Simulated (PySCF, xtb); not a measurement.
pyridine-4-carbonitrile (C6H4N2), SMILES N#Cc1ccncc1.

Harmonic wavenumbers (cm⁻¹) from xtb with GFN2-xTB at its own minimum, in rising order: 128, 145, 319, 350, 438, 537, 558, 632, 696, 784, 793, 880, 913, 925, 1008, 1093, 1110, 1197, 1227, 1256, 1272, 1368, 1457, 1543, 1570, 2381, 3064, 3065, 3098, 3100.

Question: What does TPSSh-D3(BJ)/def2-SVP (PySCF 2.14.0) give at its own minimum? (The exact figures need the calculation; the answer reports its results.)

Answer: 144, 162, 371, 388, 452, 562, 588, 679, 754, 775, 842, 893, 992, 1007, 1009, 1089, 1105, 1225, 1246, 1316, 1347, 1443, 1522, 1604, 1643, 2342, 3165, 3168, 3216, 3217. Paired by order, the mean absolute difference is 49 cm⁻¹ and the zero-point energies are 52.8 and 54.7 kcal/mol.
